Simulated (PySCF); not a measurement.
Be(Me)2 (C2H6Be), SMILES [CH3][Be][CH3].

Geometry: r2SCAN-D4/def2-TZVP. The isomer is the one that the SMILES or the coordinates give; other isomers of the formula were not compared.

The numbers are results of PBE/def2-TZVPD (PySCF), not measurements.

Computed frontier levels, gap, dipole moment and polarisability:
| Item | Result |
|---|---|
| highest occupied level | -6.73 eV |
| lowest empty level | -0.55 eV |
| orbital gap | 6.18 eV |
| dipole moment | 0.00 D |
| quadrupole, principal values (traceless, Buckingham form, about the centre of nuclear charge) | -4.33, 2.16, 2.16 D·Å |
| mean static polarisability | 44.8 bohr³ (6.64 Å³) |
| polarisability, principal values | 40.3, 40.3, 53.8 bohr³ |
